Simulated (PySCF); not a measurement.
# Shapes and spin states of Ca₃

These are results of PBE0/[Ca def2-TZVP], no relativity, density fitting, PySCF, not measurements.

Relaxations began from a few typed shapes and spin states; open shells are unrestricted. The search is not exhaustive: other isomers or separated fragments can lie lower, and high-lying points may rest on an excited occupation.

```json
{"spin": "singlet", "group": "D3h", "bonds": "Ca–Ca 3.918 Å (×3)", "angles": "Ca–Ca–Ca 60.0° (×3)", "imaginary modes (cm⁻¹)": "none", "ΔE (kJ/mol)": "0.0", "ΔE with ZPE (kJ/mol)": "0.0"}
{"spin": "singlet", "group": "D∞h", "bonds": "Ca–Ca 4.179 Å (×2)", "angles": "Ca–Ca–Ca 180.0°", "imaginary modes (cm⁻¹)": "none", "ΔE (kJ/mol)": "39.7", "ΔE with ZPE (kJ/mol)": "38.8"}
{"spin": "triplet", "group": "C2v", "bonds": "Ca–Ca 3.445 Å, Ca–Ca 3.740 Å (×2)", "angles": "Ca–Ca–Ca 54.9°, Ca–Ca–Ca 62.6° (×2)", "imaginary modes (cm⁻¹)": "none", "ΔE (kJ/mol)": "49.3", "ΔE with ZPE (kJ/mol)": "49.5"}
```

The lowest minimum found is the singlet D3h: Ca–Ca 3.918 Å (×3); Ca–Ca–Ca 60.0° (×3).
